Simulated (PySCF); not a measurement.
Ligands exchanged one at a time, In H-CH3. All species are isolated molecules in the gas phase. Strings in code marks are SMILES.

The S1–T1 gap (TDA) from two functionals at the same geometries (PBE0-D4/def2-TZVP), both in PySCF: PBE-D3(BJ)/def2-TZVP and B3LYP-D3(BJ)/def2-TZVP. B3LYP has the VWN-RPA correlation part, as in Gaussian. Excitations are Tamm–Dancoff values on a coarser integration grid. The basis has no diffuse functions, so Rydberg states are missing or too high.

| species | PBE-D3(BJ)/def2-TZVP (eV) | B3LYP-D3(BJ)/def2-TZVP (eV) |
|---|---|---|
| 1 of 3 H replaced by CH3 (`[CH3][InH2]`) | 0.27 | 0.27 |
| 2 of 3 H replaced by CH3 | 0.23 | 0.23 |
| 3 of 3 H replaced by CH3 | 0.22 | 0.23 |

Over these rows, drawn at random from the members with no instability flagged (it was tested for open shells, ions and some series alone), PBE minus B3LYP-D3(BJ): mean 0.00 eV, from -0.01 eV to 0.00 eV.
